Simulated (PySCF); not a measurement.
Two species compared at the same levels of theory.

First species: C4H7FSi2.
Structure used (GFN2-xTB), in Å, numbered top down from 1:
```xyz
14
C4H7FSi2 angstrom
F      2.769   -0.709    1.087
Si     1.594   -0.568   -0.022
C      1.106    1.240   -0.137
C     -0.154    1.648   -0.284
Si    -1.633    0.485   -0.372
C     -1.144   -1.156    0.411
C      0.115   -1.567    0.556
H      2.214   -1.085   -1.240
H      1.901    1.977   -0.078
H     -0.358    2.712   -0.344
H     -2.013    0.269   -1.777
H     -2.761    1.066    0.372
H     -1.948   -1.789    0.772
H      0.312   -2.522    1.033
```

Second species: C₄HNO₂.
SMILES: `N#CC#CC(O)=O`

Levels: PBE0/def2-SVPD for dipole moment, HOMO energy, LUMO energy, HOMO–LUMO gap, static isotropic polarisability and electronic spatial extent ⟨r²⟩ about the centre of nuclear charge; TDDFT PBE0/def2-SVPD for lowest singlet excitation; TDA PBE0/def2-SVPD for lowest triplet excitation (Tamm–Dancoff); GFN2-xTB for rotational constant A and rotational constant C. Geometries: GFN2-xTB. All species are isolated and taken at one optimised geometry, non-relativistic unless stated. Electronic properties by PySCF.

The conformers computed, where there is a choice (atom-mapped SMILES and torsion angles):
- `[N:1]#[C:2][C:3]#[C:4][C:5](=[O:6])[OH:7]`: H–O7–C5–C4 180°

```tsv
property	column X	column Y
dipole moment	1.77 D	3.55 D
HOMO energy	-8.06 eV	-9.08 eV
LUMO energy	-1.36 eV	-3.05 eV
HOMO–LUMO gap	6.70 eV	6.03 eV
lowest singlet excitation	5.24 eV	4.23 eV
lowest triplet excitation (Tamm–Dancoff)	4.06 eV	3.75 eV
static isotropic polarisability	92.6 au	62.9 au
electronic spatial extent ⟨r²⟩ about the centre of nuclear charge	1128 bohr²	996 bohr²
rotational constant A	3.316 GHz	12.164 GHz
rotational constant C	1.021 GHz	1.019 GHz
```

(1) Which column belongs to which species?

(2) How does each property change from the first species to the second?

Answers

(1) Column X is the first species and column Y the second. The first has 14 atoms and 68 electrons, the second 8 and 48.

(2) dipole moment +1.78 D; HOMO energy -1.02 eV; LUMO energy -1.69 eV; HOMO–LUMO gap -0.67 eV; lowest singlet excitation -1.01 eV; lowest triplet excitation (Tamm–Dancoff) -0.31 eV; static isotropic polarisability -29.7 au; electronic spatial extent ⟨r²⟩ about the centre of nuclear charge -132 bohr²; rotational constant A +8.848 GHz; rotational constant C -0.002 GHz.

On the first: S1 lies 1.46 eV below the HOMO–LUMO gap; its leading configuration is HOMO→LUMO, weight 0.92. A dipole of 1.77 D is allowed in Cs, and pure rotational transitions are dipole-allowed.

On the second: The 6 singlets span 4.23 to 6.91 eV, and their oscillator strengths add up to 0.25. The polarisability is 9.33 Å³ as a volume (1 au = 0.148185 Å³), or 1.31 au for each of the 48 electrons.
